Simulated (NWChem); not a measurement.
System: SiH4SO2; SMILES [SiH](O)(S)O

NWChem input:

```
start job
memory heap 200 mb stack 900 mb global 1100 mb
geometry units angstroms noautoz
  Si     0.046327    -0.482411    -0.325632
  O      1.279617    -1.395395     0.273428
  O     -1.378219    -1.107769     0.238446
  S      0.069190     1.566496     0.325633
  H      0.209815    -0.548581    -1.797374
  H      1.335694    -1.471037     1.231438
  H     -2.170739    -0.574133     0.129271
  H      1.066152     1.924139    -0.513013
end
basis spherical
  Si library def2-svp
  O library def2-svp
  S library def2-svp
  H library def2-svp
end
dft
  xc xwpbe 1.00 cpbe96 1.0 hfexch 1.00
  cam 0.15 cam_alpha 0.0 cam_beta 1.0
  iterations 150
  vectors input atomic output neutral.movecs
end
task dft energy
charge 1
dft
  odft
  mult 2
  vectors input atomic output cation.movecs
end
task dft energy
```

Parts of the log:

```
             Northwest Computational Chemistry Package (NWChem) 7.3.0
             --------------------------------------------------------

 C1  symmetry detected

                             Geometry "geometry" -> ""
                             -------------------------

 Output coordinates in angstroms (scale by  1.889725989 to convert to a.u.)

  No.       Tag          Charge          X              Y              Z
 ---- ---------------- ---------- -------------- -------------- --------------
    1 Si                  14.0000     0.01254458    -0.46095504    -0.37138257
    2 O                    8.0000     1.25757775    -1.32976347     0.26774277
    3 O                    8.0000    -1.40111589    -1.04818777     0.25735405
    4 S                   16.0000     0.04149755     1.62746447     0.13886675
    5 H                    1.0000     0.15194924    -0.62670583    -1.83774689
    6 H                    1.0000     1.32957676    -1.34012664     1.22761685
    7 H                    1.0000    -2.19652586    -0.52409339     0.12535947
    8 H                    1.0000     1.02372002     1.92847476    -0.73851611

 Effective nuclear repulsion energy (a.u.)     229.6901302175

  pbe96 is a nonlocal functional; adding pw91lda local functional.

                                 NWChem DFT Module
                                 -----------------

 Summary of "ao basis" -> "ao basis" (spherical)
 ------------------------------------------------------------------------------
       Tag                 Description            Shells   Functions and Types
 ---------------- ------------------------------  ------  ---------------------
 Si                         def2-svp                 8       18   4s3p1d
 O                          def2-svp                 6       14   3s2p1d
 S                          def2-svp                 8       18   4s3p1d
 H                          def2-svp                 3        5   2s1p

            General Information
            -------------------
          SCF calculation type: DFT
          Wavefunction type:  closed shell.
          No. of atoms     :     8
          No. of electrons :    50
           Alpha electrons :    25
            Beta electrons :    25
          Charge           :     0
          Spin multiplicity:     1
          Use of symmetry is: off; symmetry adaption is: off
          Maximum number of iterations: 150
          AO basis - number of functions:    84
                     number of shells:    40
          Convergence on energy requested:  1.00D-06
          Convergence on density requested:  1.00D-05
          Convergence on gradient requested:  5.00D-04

              XC Information
              --------------
                     Hartree-Fock (Exact) Exchange  1.000
                     LC-wPBE(h)Exchange Functional  1.000
            Perdew 1991 LDA Correlation Functional  1.000 local
           PerdewBurkeErnz. Correlation Functional  1.000 non-local

           Range-Separation Parameters
           ---------------------------
           Alpha           :  0.00
           Beta            :  1.00
           Gamma           :  0.15
           Short-Range HF  :     F

             Grid Information
             ----------------
          Grid used for XC integration:  medium
          Radial quadrature: Mura-Knowles
          Angular quadrature: Lebedev.
          Tag              B.-S. Rad. Rad. Pts. Rad. Cut. Ang. Pts.
          ---              ---------- --------- --------- ---------
          Si                  1.10       88           8.0       590
          O                   0.60       49          11.0       434
          S                   1.00       88          10.0       590
          H                   0.35       45          11.0       434
          Grid pruning is: on
          Number of quadrature shells:   454
          Spatial weights used:  Erf1

      Superposition of Atomic Density Guess
      -------------------------------------

 Sum of atomic energies:        -837.46528655

      Non-variational initial energy
      ------------------------------

 Total energy =    -838.682514
 1-e energy   =   -1615.031689
 2-e energy   =     546.659045
 HOMO         =      -0.323699
 LUMO         =       0.066485

   convergence    iter        energy       DeltaE   RMS-Dens  Diis-err
 ---------------- ----- ----------------- --------- --------- ---------
 d= 0,ls=0.0,diis     1   -839.7546957351 -1.07D+03  1.55D-02  1.00D+00
 d= 0,ls=0.0,diis     2   -839.7265097896  2.82D-02  8.01D-03  1.45D+00
 d= 0,ls=0.0,diis     3   -839.8594712423 -1.33D-01  1.35D-03  2.91D-02
 d= 0,ls=0.0,diis     4   -839.8620241138 -2.55D-03  4.94D-04  1.61D-03
 d= 0,ls=0.0,diis     5   -839.8622391012 -2.15D-04  1.13D-04  8.61D-05
  Resetting Diis
 d= 0,ls=0.0,diis     6   -839.8622515942 -1.25D-05  2.21D-05  1.90D-06
 d= 0,ls=0.0,diis     7   -839.8622519230 -3.29D-07  6.25D-06  1.26D-07

         Total DFT energy =     -839.862251923037
      One electron energy =    -1618.314668985141
           Coulomb energy =      613.664937867973
    Exchange-Corr. energy =      -64.902651023320
 Nuclear repulsion energy =      229.690130217450

 Numeric. integr. density =       50.000004971835

                       DFT Final Molecular Orbital Analysis
                       ------------------------------------

 Vector   23  Occ=2.000000D+00  E=-3.619768D-01
              MO Center= -1.1D-01, -8.9D-01,  2.0D-01, r^2= 3.0D+00
   Bfn.  Coefficient  Atom+Function         Bfn.  Coefficient  Atom+Function
  ----- ------------  ---------------      ----- ------------  ---------------
    38     -0.407305  3 O  pz                23      0.378866  2 O  py
    41     -0.302374  3 O  pz                26      0.281074  2 O  py
    22      0.148044  2 O  px                59      0.139685  4 S  pz
    37     -0.133431  3 O  py                25      0.110580  2 O  px
    56      0.103546  4 S  pz                40     -0.102732  3 O  py

[...]
```

Level: LC-wPBE (HJS exchange hole, range parameter 0.15 per bohr)/def2-SVP, vertical spin-unrestricted ions. The geometry was optimised at PBE0/def2-SVP.
